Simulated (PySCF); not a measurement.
Compound: BGeH5O2S.
Bonds: O1–B2, B2–O3, B2–Ge4, Ge4–S5. Hydrogens: H6 on O1; H7 on O3; H8, H9 on Ge4; H10 on S5.

Level of theory: PBE0-D3(BJ)/def2-SVP geometry optimisation, gas phase (PySCF).

What internal coordinates does the optimisation give?

| bond | length (Å) | order |
| --- | --- | --- |
| O1–B2, B2–O3 | 1.358 | single |
| B2–Ge4 | 2.074 | single |
| Ge4–S5 | 2.243 | single |
| O1–H6, O3–H7 | 0.965 | single |
| Ge4–H8, Ge4–H9 | 1.543 | single |
| S5–H10 | 1.351 | single |

Bonds in one row agree within 0.01 Å and their mean is given. Orders are formal, as drawn. A selection of angles:
| angle | degrees |
| --- | --- |
| B2–O1–H6 | 115.9 |
| O1–B2–O3 | 125.0 |
| O1–B2–Ge4 | 116.0 |
| O3–B2–Ge4 | 119.0 |
| B2–Ge4–S5 | 106.7 |
| B2–Ge4–H8 | 112.7 |
| S5–Ge4–H8 | 109.6 |
| S5–Ge4–H9 | 105.4 |
| H8–Ge4–H9 | 107.7 |
| Ge4–S5–H10 | 92.7 |

Dihedral angles: O1–B2–Ge4–S5 37° (synclinal); H6–O1–B2–O3 1° (synperiplanar); H7–O3–B2–O1 0° (synperiplanar); H10–S5–Ge4–B2 -33° (synclinal). The mirror-image conformer, all signs reversed, is as good.

O1 (boron-bound oxygen) is bent (angle 115.9°). B2 (three-coordinate boron) is planar (angles 125.0°, 119.0° and 116.0°, sum 360.0°, 0.00 Å off the plane of its three neighbours). Of the pairs four or more bonds apart, H6···H7 is among the closest relative to their van der Waals radii: 2.35 Å, 98 % of the sum of Bondi's values. S5 (sulfur bonded to Ge and H) is bent (angle 92.7°). Ge4 (germanium bonded to B, S and 2 H) is distorted tetrahedral (angles from 105.4° to 114.4°).

Point group: C1 (no symmetry element, even within 0.4 Å). Not checked by PBE0-D3(BJ)/def2-SVP frequencies. The numbers are those of one conformer (H–O1–B2–O3 1°, O1–B2–O3–H 0°, O1–B2–Ge4–S5 37°, B2–Ge4–S5–H -33°).
